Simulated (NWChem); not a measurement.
All runs are NWChem calculations. System: 1,1,1,2-tetrafluoroethane (C2H2F4), charge 0, spin multiplicity 1, at a geometry optimised with PBE0/def2-SVP. Level: CCSD(T)/STO-3G, 6 core orbitals frozen.

The NWChem input:

```
start mol
memory heap 100 mb stack 700 mb global 1900 mb
geometry units angstroms nocenter noautoz
  F      1.061064    -1.628904     0.000000
  C     -0.210460    -1.154838     0.000000
  C     -0.197196     0.358616     0.000000
  F      0.416434     0.843774     1.075932
  F      0.416434     0.843774    -1.075932
  F     -1.456187     0.804861     0.000000
  H     -0.746882    -1.497110     0.899390
  H     -0.746882    -1.497110    -0.899390
  symmetry group Cs
end
basis spherical
  * library sto-3g
end
scf
  rhf
  nopen 0
  maxiter 100
  thresh 1e-7
  semidirect memsize 60000000 filesize 0
end
ccsd
  freeze core 6
  maxiter 60
end
task ccsd(t) energy
```

NWChem printed:

```
             Northwest Computational Chemistry Package (NWChem) 7.3.0
             --------------------------------------------------------

                                NWChem Input Module
                                -------------------

 Scaling coordinates for geometry "geometry" by  1.889725989
 (inverse scale =  0.529177249)

 Turning off AUTOSYM since
 SYMMETRY directive was detected!

                             Geometry "geometry" -> ""
                             -------------------------

 Output coordinates in angstroms (scale by  1.889725989 to convert to a.u.)

  No.       Tag          Charge          X              Y              Z
 ---- ---------------- ---------- -------------- -------------- --------------
    1 F                    9.0000     1.06106400    -1.62890400     0.00000000
    2 C                    6.0000    -0.21046000    -1.15483800     0.00000000
    3 C                    6.0000    -0.19719600     0.35861600     0.00000000
    4 F                    9.0000     0.41643400     0.84377400     1.07593200
    5 F                    9.0000     0.41643400     0.84377400    -1.07593200
    6 F                    9.0000    -1.45618700     0.80486100     0.00000000
    7 H                    1.0000    -0.74688200    -1.49711000     0.89939000
    8 H                    1.0000    -0.74688200    -1.49711000    -0.89939000

 Effective nuclear repulsion energy (a.u.)     273.4793488257

            Nuclear Dipole moment (a.u.)
            ----------------------------
        X                 Y               Z
 ---------------- ---------------- ----------------
     0.0000094486    -0.0000132281     0.0000000000

      Symmetry information
      --------------------

 Group name             Cs
 Group number              2
 Group order               2
 No. of unique centers     6

      Symmetry unique atoms

     1    2    3    4    6    7


 Summary of "ao basis" -> "" (spherical)
 ------------------------------------------------------------------------------
       Tag                 Description            Shells   Functions and Types
 ---------------- ------------------------------  ------  ---------------------
 *                           sto-3g                   on all atoms

 Summary of "ao basis" -> "ao basis" (spherical)
 ------------------------------------------------------------------------------
       Tag                 Description            Shells   Functions and Types
 ---------------- ------------------------------  ------  ---------------------
 F                           sto-3g                  3        5   2s1p
 C                           sto-3g                  3        5   2s1p
 H                           sto-3g                  1        1   1s

                                 NWChem SCF Module
                                 -----------------

  ao basis        = "ao basis"
  functions       =    32
  atoms           =     8
  closed shells   =    25
  open shells     =     0
  charge          =   0.00
  wavefunction    = RHF
  use symmetry    = T
  symmetry adapt  = T

 Summary of "ao basis" -> "ao basis" (spherical)
 ------------------------------------------------------------------------------
       Tag                 Description            Shells   Functions and Types
 ---------------- ------------------------------  ------  ---------------------
 F                           sto-3g                  3        5   2s1p
 C                           sto-3g                  3        5   2s1p
 H                           sto-3g                  1        1   1s

      Symmetry analysis of basis
      --------------------------

        a'         22
        a"         10

 Forming initial guess at       0.0s

      Superposition of Atomic Density Guess
      -------------------------------------

 Sum of atomic energies:        -467.29541513

      Non-variational initial energy
      ------------------------------

 Total energy =    -467.820935
 1-e energy   =   -1203.102143
 2-e energy   =     461.801859
 HOMO         =      -0.191761
 LUMO         =       0.466253

      Symmetry analysis of molecular orbitals - initial
      -------------------------------------------------

  Numbering of irreducible representations:

     1 a'          2 a"

  Orbital symmetries:

     1 a'          2 a"          3 a'          4 a'          5 a'
     6 a'          7 a'          8 a'          9 a"         10 a'
    11 a'         12 a'         13 a'         14 a"         15 a'
    16 a'         17 a"         18 a'         19 a"         20 a'
    21 a"         22 a'         23 a"         24 a"         25 a'
    26 a'         27 a"         28 a'         29 a'         30 a'
    31 a'         32 a"

 Starting SCF solution at       0.1s

 ----------------------------------------------
         Quadratically convergent ROHF

 Convergence threshold     :          1.000E-07
 Maximum no. of iterations :          100
 Final Fock-matrix accuracy:          1.000E-09
 ----------------------------------------------

              iter       energy          gnorm     gmax       time
             ----- ------------------- --------- --------- --------
                 1     -467.8842387535  1.60D+00  5.99D-01      0.1
                 2     -468.1081214375  3.76D-01  1.17D-01      0.1
                 3     -468.1210313690  6.90D-02  1.95D-02      0.1
                 4     -468.1213933771  3.09D-03  9.59D-04      0.1
                 5     -468.1213945739  6.48D-06  2.00D-06      0.1
                 6     -468.1213945739  4.96D-09  2.05D-09      0.2

       Final RHF  results
[...]
    31     -0.556820  7 H  s                 32      0.556820  8 H  s
    17     -0.279929  4 F  s                 22      0.279929  5 F  s
    20      0.277780  4 F  pz                25      0.277780  5 F  pz
    18      0.260801  4 F  px                23     -0.260801  5 F  px

 Vector   28  Occ=0.000000D+00  E= 6.239765D-01  Symmetry=a'
              MO Center= -2.4D-01, -6.5D-01, -5.1D-16, r^2= 1.3D+00
   Bfn.  Coefficient  Atom+Function         Bfn.  Coefficient  Atom+Function
  ----- ------------  ---------------      ----- ------------  ---------------
     9      1.046622  2 C  py                14      0.888442  3 C  py
    12     -0.521620  3 C  s                 31      0.355907  7 H  s
    32      0.355907  8 H  s                  8      0.196252  2 C  px

 center of mass
 --------------
 x =   0.03555197 y =   0.07100464 z =   0.00000000

 moments of inertia (a.u.)
 ------------------
         561.748669060163         133.922432715402           0.000000000000
         133.922432715402         414.127941168126           0.000000000000
           0.000000000000           0.000000000000         650.076363859257

  Mulliken analysis of the total density
  --------------------------------------

    Atom       Charge   Shell Charges
 -----------   ------   -------------------------------------------------------
    1 F    9     9.14   2.00  1.94  5.20
    2 C    6     6.00   1.99  1.18  2.83
    3 C    6     5.54   1.99  1.09  2.46
    4 F    9     9.16   2.00  1.94  5.22
    5 F    9     9.16   2.00  1.94  5.22
    6 F    9     9.16   2.00  1.94  5.22
    7 H    1     0.92   0.92
    8 H    1     0.92   0.92

       Multipole analysis of the density wrt the origin
       ------------------------------------------------

     L   x y z        total         open         nuclear
     -   - - -        -----         ----         -------
     0   0 0 0     -0.000000      0.000000     50.000000

     1   1 0 0     -0.383604      0.000000      0.000009
     1   0 1 0     -0.370171      0.000000     -0.000013
     1   0 0 1      0.000000      0.000000      0.000000

     2   2 0 0    -22.074881      0.000000    121.249386
     2   1 1 0      1.497774      0.000000    -58.952979
     2   1 0 1      0.000000      0.000000      0.000000
     2   0 2 0    -21.284147      0.000000    199.199544
     2   0 1 1     -0.000000      0.000000      0.000000
     2   0 0 2    -21.050164      0.000000     80.188745

                   Four-Index Transformation
                   -------------------------
          Number of basis functions:             32
          Number of shells:                      20
          Number of occupied orbitals:           25
          Number of occ. correlated orbitals:    19
          Block length:                          16
          Superscript MO index range:      7 -   25
          Subscript MO index range:        7 -   32
          MO coefficients read from:  ./mol.movecs
          Number of operator matrices in core:  380
          Half-transformed integrals produced

     Pass:    1     Index range:    7  -   25     Time:      0.29
 ------------------------------------------
 MP2 Energy (coupled cluster initial guess)
 ------------------------------------------
 Reference energy:           -468.121394573946873
 MP2 Corr. energy:             -0.156102648367539
 Total MP2 energy:           -468.277497222314423

 ****************************************************************************
              the segmented parallel ccsd program:    1 nodes
 ****************************************************************************

 level of theory    ccsd(t)
 number of core         6
 number of occupied    19
 number of virtual      7
 number of deleted      0
 total functions       32
 number of shells      20
 basis label          566

   ***** ccsd parameters *****
   iprt   =     0
   convi  =  0.100E-05
   maxit  =    60
   mxvec  =     5
 memory            104853980
  Using  1 OpenMP thread(s) in CCSD
  IO offset    20.000000000000000
  IO error message >End of File
  file_read_ga: failing reading from ./mol.t2
  Failed reading restart vector from ./mol.t2
  Using MP2 initial guess vector

-------------------------------------------------------------------------
 iter     correlation     delta       rms       T2     Non-T2      Main
             energy      energy      error      ampl     ampl      Block
                                                time     time      time
-------------------------------------------------------------------------
   1     -0.1837235085 -1.837D-01  4.638D-02     0.43     0.00     0.39
   2     -0.1946223583 -1.090D-02  5.007D-02     0.46     0.00     0.42
   3     -0.1982827334 -3.660D-03  1.638D-02     0.45     0.00     0.41
   4     -0.1995011760 -1.218D-03  5.871D-04     0.43     0.00     0.39
   5     -0.1996519221 -1.507D-04  1.298D-03     0.42     0.00     0.38
   6     -0.1996509734  9.487D-07  3.574D-04     0.43     0.00     0.39
   7     -0.1996571525 -6.179D-06  4.234D-05     0.38     0.00     0.34
   8     -0.1996561798  9.726D-07  3.242D-05     0.38     0.00     0.35
   9     -0.1996562967 -1.168D-07  4.109D-06     0.39     0.00     0.34
  10     -0.1996563137 -1.700D-08  5.628D-07     0.52     0.00     0.48
                  *************converged*************
-------------------------------------------------------------------------

 -----------
 CCSD Energy
 -----------
 Reference energy:            -468.121394573946873
 CCSD corr. energy:             -0.199656313655781
 Total CCSD energy:           -468.321050887602667

 --------------------------------
 Spin Component Scaled (SCS) CCSD
 --------------------------------
 Same spin contribution:                 -0.022303212695274
 Same spin scaling factor:                1.130000000000000
 Opposite spin contribution:             -0.177353100960507
 Opposite spin scaling fact.:             1.270000000000000
 SCS-CCSD correlation energy:            -0.250441068565504
 Total SCS-CCSD energy:                -468.371835642512394
 memory            104853980

*********triples calculation*********

nkpass=    1; nvpass=    1; memdrv=          23821; memtrn=         204768; memavail=      104853828
 memory available/node                      104853828
 total number of virtual orbitals         7
 number of virtuals per integral pass     7
 number of integral evaluations           1
 number of occupied per triples pass     19
 number of triples passes                 1

 commencing integral evaluation        1 at           4.60
  symmetry use  T
task         2 out of       210 done   0%  at       0.0 secs
task        11 out of       210 done   5%  at       0.0 secs
task        21 out of       210 done  10%  at       0.0 secs
task        33 out of       210 done  15%  at       0.0 secs
task        42 out of       210 done  20%  at       0.0 secs
task        57 out of       210 done  27%  at       0.1 secs
task        63 out of       210 done  30%  at       0.1 secs
task        74 out of       210 done  35%  at       0.1 secs
task        84 out of       210 done  40%  at       0.1 secs
task        96 out of       210 done  45%  at       0.1 secs
task       105 out of       210 done  50%  at       0.1 secs
task       117 out of       210 done  55%  at       0.1 secs
task       132 out of       210 done  62%  at       0.1 secs
task       138 out of       210 done  65%  at       0.1 secs
task       147 out of       210 done  70%  at       0.1 secs
task       158 out of       210 done  75%  at       0.2 secs
task       168 out of       210 done  80%  at       0.2 secs
task       179 out of       210 done  85%  at       0.2 secs
task       190 out of       210 done  90%  at       0.2 secs
task       200 out of       210 done  95%  at       0.2 secs
task       210 out of       210 done 100%  at       0.2 secs
 commencing triples evaluation - blocking       1
 ccsd(t): done        1 out of        7 progress:   14.3%
 ccsd(t): done        2 out of        7 progress:   28.6%
 ccsd(t): done        3 out of        7 progress:   42.9%
 ccsd(t): done        4 out of        7 progress:   57.1%
 ccsd(t): done        5 out of        7 progress:   71.4%
 ccsd(t): done        6 out of        7 progress:   85.7%
 ccsd(t): done        7 out of        7 progress:  100.0%
 Time for integral evaluation pass     1        0.20
 Time for triples evaluation pass      1        0.09

 pseudo-e(mp4)  -0.57007011388110E-02
 pseudo-e(mp5)   0.67636727678016E-03
        e(t)    -0.50243338620308E-02

 --------------
 CCSD(T) Energy
 --------------
 Reference energy:                    -468.121394573946873

 CCSD corr. energy:                     -0.199656313655781
 T(CCSD) corr. energy:                  -0.005700701138811
 Total CCSD+T(CCSD) energy:           -468.326751588741445

 CCSD corr. energy:                     -0.199656313655781
 (T) corr. energy:                      -0.005024333862031
 Total CCSD(T) energy:                -468.326075221464691

 routine      calls  cpu(0)   cpu-min  cpu-ave  cpu-max   i/o
 aoccsd          1     0.00     0.00     0.00     0.00    0.00
 iterdrv         1     0.01     0.01     0.01     0.01    0.00
 pampt          10     0.02     0.02     0.02     0.02    0.00
 t2pm           10     0.07     0.07     0.07     0.07    0.00
 sxy            10     0.06     0.06     0.06     0.06    0.00
 ints       419720     2.62     2.62     2.62     2.62    0.00
 t2eri        2100     0.68     0.68     0.68     0.68    0.00
 idx2         2100     0.43     0.43     0.43     0.43    0.00
 idx34          10     0.04     0.04     0.04     0.04    0.00
 ht2pm          10     0.10     0.10     0.10     0.10    0.00
 itm            10     0.20     0.20     0.20     0.20    0.00
 pdiis          10     0.00     0.00     0.00     0.00    0.00
 triples         1     0.00     0.00     0.00     0.00    0.00
 rdtrpo          1     0.00     0.00     0.00     0.00    0.00
 trpmos          1     0.20     0.20     0.20     0.20    0.00
 trpdrv          1     0.02     0.02     0.02     0.02    0.00
 dovvv       50540     0.01     0.01     0.01     0.01    0.00
 doooo       50540     0.02     0.02     0.02     0.02    0.00
 tengy       48013     0.01     0.01     0.01     0.01    0.00
 Total                 4.50     4.50     4.50     4.50    0.00

 Task  times  cpu:        5.0s     wall:        5.0s

 Total times  cpu:        5.1s     wall:        5.1s
```
